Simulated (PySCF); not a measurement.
## Heteronuclear NMR

Mapped SMILES: `[CH2:1]=[CH:2][O:3][SiH2:4][CH2:5][C:6](=[O:7])[OH:8]`. Hydrogens are named by the atom that carries them. Ha(C1) is cis to O3; Hb(C1) is trans to O3.

[PySCF: PBE0/pcSseg-1 with gauge-including orbitals; geometry from GFN2-xTB; single conformer; fast rotation and ring inversion assumed for equivalent nuclei; non-relativistic Hamiltonian; isolated molecule]

(1) Predict the $^{29}$Si NMR data.

(2) Predict the $^{17}$O NMR data.

Answers

(1) 
```
atoms                  environment  σ (ppm)  δ (ppm)
  Si4  silicon bonded to C, O, 2 H    380.9    -33.1
```

Shieldings were converted by a linear fit to measured shifts: $^{29}$Si (scatter 8.9 ppm rms, 25.8 ppm with the 6 outliers that the fit left out vs TMS, solution or neat liquid). A few per cent of atoms miss by over 2 rms, more outside the fitted compound classes.

On a 300 MHz spectrometer $^{29}$Si resonates near 59.6 MHz, so 1 ppm is 59.6 Hz.

(2) 
```json
{"atoms": "O7", "environment": "carbonyl oxygen", "σ (ppm)": "-104.5", "δ (ppm)": "361.9"}
{"atoms": "O8", "environment": "acid hydroxyl oxygen", "σ (ppm)": "117.5", "δ (ppm)": "159.7"}
{"atoms": "O3", "environment": "oxygen bonded to C, Si", "σ (ppm)": "223.4", "δ (ppm)": "63.2"}
```

Shieldings were converted by a linear fit to measured shifts: $^{17}$O: δ = 266.70 − 0.911σ (rms 10.7 ppm, 155 shifts, 12.2 ppm with the 3 outliers that the fit left out vs liquid water, solution or neat liquid). A few per cent of atoms miss by over 2 rms, more outside the fitted compound classes.

On a 500 MHz spectrometer $^{17}$O resonates near 67.8 MHz, so 1 ppm is 67.8 Hz.

In solution the two oxygens of a carboxylic acid exchange roles by proton transfer and give one 17O line. Hydrogen bonding in solution shields acid and N–H amide carbonyl oxygens by tens of ppm.
